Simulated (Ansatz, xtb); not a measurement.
# Two isomers of C5H3FN2

Structure X: `C#Cc1n[nH]cc1F`, a singlet. Structure Y: `C#Cc1cc(F)n[nH]1`, a singlet. Both are isolated molecules in the gas phase, relaxed with r2SCAN-D4/def2-SVP.

X (Å):

```xyz
11

C    -1.8775    1.6171   -3.0905
C    -1.6367    1.0181   -2.0593
C    -1.4054    0.3358   -0.8389
C    -1.6422   -0.5106    1.2288
C    -2.2871    0.2517    0.2738
F    -3.4880    0.7997    0.3666
N    -0.2742   -0.3453   -0.5723
N    -0.4482   -0.8305    0.6536
H    -2.0797    2.1428   -4.0051
H     0.2923   -1.3871    1.0659
H    -1.9349   -0.8307    2.2259
```

Y (Å):

```yaml
atoms:
  - { symbol: C, position_ang: [-1.0698, 0.9400, -3.1727] }
  - { symbol: C, position_ang: [-1.2565, 0.6278, -2.0104] }
  - { symbol: C, position_ang: [-1.4872, 0.2576, -0.6672] }
  - { symbol: C, position_ang: [-0.7686, 0.5133, 0.5057] }
  - { symbol: C, position_ang: [-1.5316, -0.1325, 1.4947] }
  - { symbol: F, position_ang: [-1.2594, -0.1775, 2.7862] }
  - { symbol: N, position_ang: [-2.6133, -0.7351, 1.0286] }
  - { symbol: N, position_ang: [-2.5701, -0.4881, -0.2839] }
  - { symbol: H, position_ang: [-0.8988, 1.2191, -4.1963] }
  - { symbol: H, position_ang: [0.1544, 1.0765, 0.6114] }
  - { symbol: H, position_ang: [-3.3003, -0.8462, -0.8894] }
```

Quicker runs give these differences E(Y) − E(X): GFN2-xTB −4.9 kcal/mol; HF/STO-3G −3.9 kcal/mol (at GFN2-xTB geometries); r2SCAN-D4/def2-SVP//GFN2-xTB −7.5 kcal/mol.

**Question.** Estimate E(Y) − E(X) at the level CCSD(T)/def2-SVP + ΔMP2/def2-TZVPP.

**Answer.** Calculated at CCSD(T)/def2-SVP + ΔMP2/def2-TZVPP: E(Y) − E(X) = −6.6 kcal/mol, so structure Y lies lower.

The same difference at several levels:

```tsv
level	geometry	E(Y) − E(X) (kcal/mol)	departure from the last row (kcal/mol)	job, with rough time for the two
GFN2-xTB	GFN2-xTB	−4.9	+1.7	optimisation, 0.11 s
HF/STO-3G	GFN2-xTB	−3.9	+2.7	single point, 0.4 s
r2SCAN-D4/def2-SVP//GFN2-xTB	GFN2-xTB	−7.5	−0.9	single point, 3.8 s
r2SCAN-D4/def2-SVP	r2SCAN-D4/def2-SVP	−7.3	−0.8	optimisation, 41 s
HF/def2-SVP	r2SCAN-D4/def2-SVP	−7.9	−1.3	part of the CCSD(T) run
MP2/def2-SVP	r2SCAN-D4/def2-SVP	−6.6	0.0	part of the CCSD(T) run
CCSD(T)/def2-SVP	r2SCAN-D4/def2-SVP	−6.5	+0.1	single point
CCSD(T)/def2-SVP + ΔMP2/def2-TZVPP	r2SCAN-D4/def2-SVP	−6.6		single point, 81 s
```

As drawn, both hold the same kinds of bond in the same numbers.

None of the levels shown reverses the order. The largest departure from CCSD(T)/def2-SVP + ΔMP2/def2-TZVPP is that of HF/STO-3G, 2.7 kcal/mol. The last row adds to CCSD(T) the change of the MP2 difference between the two basis sets, here −0.1 kcal/mol.

With thermal terms from frequencies at re-optimised GFN2-xTB minima (ideal gas, soft modes damped towards free rotors, one conformer each, 298.15 K, 1 atm): on the last row, ΔE + ΔZPE = −6.5, ΔH = −6.5, ΔG = −6.4 kcal/mol.

The correlated steps freeze 8 core orbitals. Programs: Ansatz 0.2.0, xtb 6.7.1; the last row on 2 threads of Arm Neoverse V2 on a shared host.
